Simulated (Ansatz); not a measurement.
Reaction (formal exchange of groups at the In–C bond): `[CH3][In]([F])[SiH3]` + CH₃OH → `O[CH2][In]([F])[SiH3]` + CH₄

Calculated with Ansatz (gas phase, PBE0-D4/def2-TZVP geometries, no zero-point term in ΔE). CBS: MP2 limit from def2 TZ/QZ plus the TZ coupled-cluster correction, frozen cores. This one scheme is used for every species. DFT in def2-TZVPP. def2 core potentials past Kr. For In outer-core shells are correlated without core-valence functions, which leaves a few kJ/mol of doubt a bond. One conformer a species, not always the lowest.

`[CH3][In]([F])[SiH3]`:

Cartesian coordinates in Å:
```
C 1.922 -1.115 0.296
In -0.007 -0.210 0.454
F -0.751 -0.663 2.228
Si -1.719 1.239 -0.783
H 2.565 -0.701 1.075
H 1.817 -2.187 0.474
H 2.377 -0.948 -0.679
H -1.988 2.469 0.007
H -1.231 1.636 -2.131
H -2.987 0.478 -0.941
```

CH₃OH:

Z-matrix (Å, degrees):
```
C
O 1 1.409
H 1 1.097 2 112.4
H 1 1.090 2 107.0 3 -118.5
H 1 1.097 2 112.4 3 123.0
H 2 0.959 1 108.5 3 -61.6
```

`O[CH2][In]([F])[SiH3]`:

```xyz
11

O     1.055    2.067    1.275
C    -0.097    1.993    0.461
In   -0.627    0.000   -0.258
F    -2.444    0.131   -1.030
Si    0.203   -2.424   -0.436
H     1.834    1.975    0.723
H    -0.059    2.684   -0.389
H    -0.944    2.304    1.078
H    -0.649   -3.300    0.411
H     0.112   -2.878   -1.850
H     1.615   -2.552    0.015
```

CH₄:

Z-matrix (Å, degrees):
```
C
H 1 1.090
H 1 1.090 2 109.5
H 1 1.090 2 109.5 3 -120.0
H 1 1.090 2 109.5 3 120.0
```

**Question.** Is it downhill or uphill in electronic energy at CCSD(T)/CBS, and by how much? (Best estimate.)

**Answer.** The calculation gave: Uphill: ΔE = +0.18 eV.

**Question.** What do these levels give: r2SCAN-D4, PBE0-D4, ωB97X-V, CCSD(T)/def2-TZVPP, SCS-MP2/def2-QZVPP, CCSD/CBS(def2)? (Estimate.)

**Answer.** Computed: r2SCAN-D4 0.11, PBE0-D4 0.14, ωB97X-V 0.17, CCSD(T)/def2-TZVPP 0.18, SCS-MP2/def2-QZVPP 0.20, CCSD/CBS(def2) 0.20 eV.

Largest T1 diagnostic among the species: 0.015.

In def2-TZVPP, CCSD(T) changes the Hartree–Fock value by −0.07 eV (the triples alone add −0.02 eV) and MP2 by −0.06 eV. From PBE to PBE0 (25 % exact exchange), in def2-TZVPP and without D4, ΔE moves by +0.07 eV.
